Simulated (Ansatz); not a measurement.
`[CH3][AlH][O][SiH3]` + BH₃ → `[BH2][AlH][O][SiH3]` + CH₄ at 500 K and 1 bar (formal exchange of groups at the Al–C bond).

Calculated with Ansatz (gas phase, PBE0-D4/def2-TZVP geometries, no zero-point term in ΔE). CCSD(T)/CBS adds triple-zeta CCSD(T) − MP2 to the extrapolated MP2 energy (def2 sets, frozen cores). This one scheme is used for every species. One conformer a species, not always the lowest.

```csv
species,CCSD(T)/CBS energy (Eh),H − E (kJ/mol),S (J/(mol·K))
`[CH3][AlH][O][SiH3]`,-648.63113,239.5,464.4
BH₃,-26.55200,86.8,208.8
`[BH2][AlH][O][SiH3]`,-634.71196,196.7,454.0
CH₄,-40.46206,135.6,206.8
```

H − E and S are ideal-gas, rigid-rotor, harmonic terms from PBE0-D4/def2-TZVP, for one conformer and one mirror image of each species. 1 Eh = 2625.50 kJ/mol, R = 8.31446 J/(mol·K).

Question: By hand: ΔE, ΔH, ΔS and ΔG.

Answer: ΔE = (-634.71196) + (-40.46206) − (-648.63113) − (-26.55200) = 0.00911 Eh = 23.9 kJ/mol. Δ(H − E) = 196.7 + 135.6 − 239.5 − 86.8 = 6.0, so ΔH = 29.9 kJ/mol. ΔS = 454.0 + 206.8 − 464.4 − 208.8 = -12.4 J/(mol·K). ΔG = 29.9 − 500 × (-12.4)/1000 = 36.1 kJ/mol.

Question: By hand: the equilibrium constant, and the temperature at which ΔG would vanish if ΔH and ΔS stayed fixed.

Answer: log₁₀ K = −ΔG/(RT ln 10) = -3.8. ΔH and −TΔS have one sign here, so there is no such temperature.

The number of gas molecules stays the same, so ΔS is small and ΔH decides. A doubt of 5 kJ/mol in ΔE shifts log₁₀ K by 0.5 here. Other conformers and mirror images would add mixing entropy, several J/(mol·K) or more a flexible species. Modes under 60 cm⁻¹, often nearly free rotors, make the harmonic entropy too high. These are equilibria of isolated gas molecules and say nothing of rates. Largest T1 diagnostic: 0.012 (customary marks: 0.02 for closed shells, 0.045 for open ones).

ΔS is within the doubt of such terms, so its sign, and with it that verdict, could turn.
